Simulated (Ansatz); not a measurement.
Species: AlBr$_{2}$, net charge 1, singlet state. 
Coordinates optimised at B3LYP-D3(BJ)/def2-TZVP (Ansatz, a quantum-chemistry and plane-wave program):
```
Al
Br 1 2.1564
Br 1 2.1564 2 180.00
```
Charge +1, spin multiplicity 1.

Parts of the frozen-core correlation energy in STO-3G (Ansatz, hartree). Frozen orbitals: 33; correlated occupied orbitals by spin: 8 and 8; virtual: 4 and 4. No spin-orbit coupling. Non-relativistic.

| term | value |
|---|---|
| reference (HF) | -5328.29572 |
| MP2 opposite-spin | -0.03217 |
| MP2 same-spin | … |
| CCSD correlation | … |
| (T) | … |
| FCI minus CCSD(T) | -0.00058 |
| T1 diagnostic | 0.017 |
| largest doubles amplitude | 0.079 |

**Question.** Complete the blanks.

**Answer.** 
- MP2 same-spin, value: -0.00891
- CCSD correlation, value: -0.05005
- (T), value: -0.00314
